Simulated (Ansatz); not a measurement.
ClF4HMoO, SMILES `[OH][Mo]([F])([F])([F])([F])[Cl]`, relaxed with RKS PBE0-D4/def2-TZVP in Ansatz 0.2.0 from a GFN2-xTB geometry. The force threshold is 0.005 eV/Å; the program also tests the step.

Total charge 0; spin multiplicity 1. Mo: def2 effective core potential.

Start:

```xyz
8

O    -1.065    0.901   -0.336
Mo    0.212   -0.192    0.072
F    -0.968   -1.375    0.756
F     1.447   -1.365    0.525
F     0.062   -1.038   -1.468
F     0.361    0.495    1.689
Cl    1.775    1.115   -0.711
H    -1.825    1.460   -0.527
```

```csv
step,energy (eV),largest force (eV/Å),largest move (Å)
1,-27303.6411,3.169,0.000
2,-27304.1742,0.378,0.108
3,-27304.1888,0.072,0.035
4,-27304.1895,0.018,0.010
5,-27304.1896,0.006,0.004
6,-27304.1896,0.011,0.004
7 (rejected),-27304.1800,0.754,0.197
8,-27304.1899,0.047,0.018
9,-27304.1902,0.067,0.017
10,-27304.1917,0.182,0.057
11,-27304.1941,0.126,0.051
12,-27304.1951,0.411,0.061
13,-27304.1988,0.303,0.012
14,-27304.2082,0.380,0.119
15,-27304.2131,0.350,0.073
16,-27304.2200,0.171,0.053
17 (rejected),-27304.2072,1.194,0.199
18,-27304.2258,0.042,0.066
19 (rejected),-27304.2256,0.397,0.096
20,-27304.2280,0.021,0.048
21,-27304.2285,0.019,0.032
22,-27304.2286,0.014,0.009
23,-27304.2286,0.008,0.003
24,-27304.2286,0.000,0.001
```

End:

```xyz
8

O    -1.055    1.046   -0.409
Mo    0.266   -0.132    0.039
F    -1.141   -1.160    0.679
F     1.293   -1.528    0.622
F     0.190   -0.993   -1.577
F     0.509    0.610    1.697
Cl    1.949    1.138   -0.747
H    -2.012    1.021   -0.303
```

Hardware: 4 threads of an Intel Xeon Platinum 8488C on a shared host. Wall time 2.6 min, peak host memory 0.82 GiB.
